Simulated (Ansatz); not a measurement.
Reaction (cleavage of the Sb–Si bond): `[F][Sb]([F])[SiH3]` + H–F → `[F][Sb]([F])[F]` + SiH₄

Isolated molecules relaxed with PBE0-D4/def2-TZVP in Ansatz; ΔE leaves out vibrations. CCSD(T)/CBS adds triple-zeta CCSD(T) − MP2 to the extrapolated MP2 energy (def2 sets, frozen cores). This one scheme is used for every species. DFT in def2-TZVPP. B3LYP here is the variant with VWN-RPA as its local correlation; programs differ in this. HSE06 is defined as in plane-wave codes. def2 core potentials past Kr. For Sb outer-core shells are correlated without core-valence functions, which leaves a few kJ/mol of doubt a bond.

```tsv
level	ΔE (kJ/mol)	difference from CCSD(T)/CBS
LDA (SPW92)	-68.2	8.6
revPBE-D4	-70.3	6.5
BLYP-D4	-83.7	-6.9
r2SCAN-D4	-83.4	-6.6
B97M-V	-94.5	-17.7
PBE0-D4	-65.4	11.4
B3LYP-D4	-79.7	-2.9
r2SCANh-D4	-80.0	-3.2
HSE06-D4	-64.8	12.0
BHLYP-D4	-78.2	-1.4
CAM-B3LYP-D4	-88.5	-11.7
ωB97M-V	-83.4	-6.6
B2PLYP	-86.6	-9.8
PBE-QIDH	-71.9	4.9
PBE	-73.8	3.0
revPBE	-74.8	2.0
BLYP	-91.5	-14.7
PBE0	-69.3	7.5
B3LYP	-86.8	-10.0
r2SCANh	-81.2	-4.4
r2SCAN0	-76.8	0.0
HSE06	-68.7	8.1
BHLYP	-86.6	-9.8
CAM-B3LYP	-92.8	-16.0
LC-ωPBE	-83.1	-6.3
RPA@PBE/def2-TZVPP	-79.9	-3.1
HF/def2-SVP	-70.9	5.9
CCSD/def2-SVP	-73.4	3.4
CCSD(T)/def2-SVP	-73.8	3.0
HF/def2-TZVPP	-90.3	-13.5
MP2/def2-TZVPP	-79.2	-2.4
SCS-MP2/def2-TZVPP	-85.8	-9.0
CCSD/def2-TZVPP	-76.9	-0.1
CCSD(T)/def2-TZVPP	-76.3	0.5
HF/def2-QZVPP	-96.6	-19.8
MP2/def2-QZVPP	-81.7	-4.9
SCS-MP2/def2-QZVPP	-88.0	-11.2
HF/CBS(def2)	-97.5	-20.7
MP2/CBS(def2)	-79.8	-3.0
CCSD/CBS(def2)	-77.5	-0.7
CCSD(T)/CBS	-76.8	0
```

(1) What do rigid-rotor, harmonic-oscillator terms from PBE0-D4/def2-TZVP frequencies (298.15 K, 1 bar) make of the CCSD(T)/CBS value? (An estimate is asked.)

Largest T1 diagnostic among the species: 0.015.

Results:

(1) Ansatz gave: ΔZPE = -1.8 kJ/mol, ΔH = -82.2 kJ/mol, ΔS = -24 J/(mol·K), ΔG = -75.2 kJ/mol.

At CCSD(T), def2-SVP lies +3.0 kJ/mol from the extrapolated value and def2-TZVPP +0.5 kJ/mol. The D4 term adds +7.1 kJ/mol with B3LYP and +3.9 kJ/mol with PBE0; it sums over pairs of atoms, weighted by their polarisabilities, and B3LYP, whose exchange is more repulsive, gets the larger term. From r2SCAN to r2SCAN0 (25 % exact exchange), in def2-TZVPP and without D4, ΔE moves by +7.6 kJ/mol.
